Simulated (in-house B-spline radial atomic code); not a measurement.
Values are calculated unless marked as measured or tabulated.
# Ar in an electron gas of r_s = 4: phase shifts, screening and friction

A nucleus sits in a uniform electron gas with a rigid positive background. The Kohn-Sham equations are solved self-consistently in the spin-unpolarised LDA (PW92), non-relativistic, on B-splines with outgoing waves at the boundary and partial waves to l = 8. The model has no lattice, no bands and no magnetic solution. Atomic units; δ_l are the phase shifts at the Fermi level, counted so that each bound state adds π, and good to about 0.0005.

The density parameter is r_s = 4 bohr.

```json
{"l": "0", "δ_l (rad)": "9.0062"}
{"l": "1", "δ_l (rad)": "6.2110"}
{"l": "2", "δ_l (rad)": "0.1286"}
{"l": "3", "δ_l (rad)": "0.0008"}
{"l": "4", "δ_l (rad)": "-0.0015"}
{"l": "5", "δ_l (rad)": "0.0000"}
{"l": "6", "δ_l (rad)": "0.0000"}
{"l": "7", "δ_l (rad)": "0.0000"}
{"l": "8", "δ_l (rad)": "0.0000"}
```

Bound levels below the band bottom (hartree): s -113.7, s -10.67, p -8.318, s -0.7677, p -0.2678.

Check the Friedel sum rule, and say where the screening charge sits.

k_F = (9π/4)^(1/3)/r_s = 0.47979. The rule is Z = (2/π) Σ (2l + 1) δ_l. The terms are s 5.734, p 11.862, d 0.409, f 0.004 and -0.009 beyond, in all 18.000 against Z = 18. Bound states hold 6 s, 12 p, 0 d electrons, so the scattering states carry 0.00 in all; where a term is smaller than its bound count, the bound level has drawn weight out of the band.

Find the transport cross section and the electronic stopping of a 5 keV Ar ion (mass 39.95 u).

σ_tr = (4π/k_F²) Σ (l + 1) sin²(δ_l − δ_(l+1)). The terms for l = 0 to 3 are 0.1153, 0.0796, 0.0487, 0.0000, all together 0.2436, so σ_tr = 54.589 × 0.2436 = 13.297 bohr². With n = 3/(4π r_s³) = 0.00373, the friction coefficient is Q = n k_F σ_tr = 0.0238. For v well below v_F = 0.480, dE/dx = Q v; with 24801 eV per u at v = 1, v = √(5000/(24801 × 39.95)) = 0.0710, so dE/dx = 0.00169 hartree/bohr = 0.869 eV/nm. The largest term couples the s and p waves.
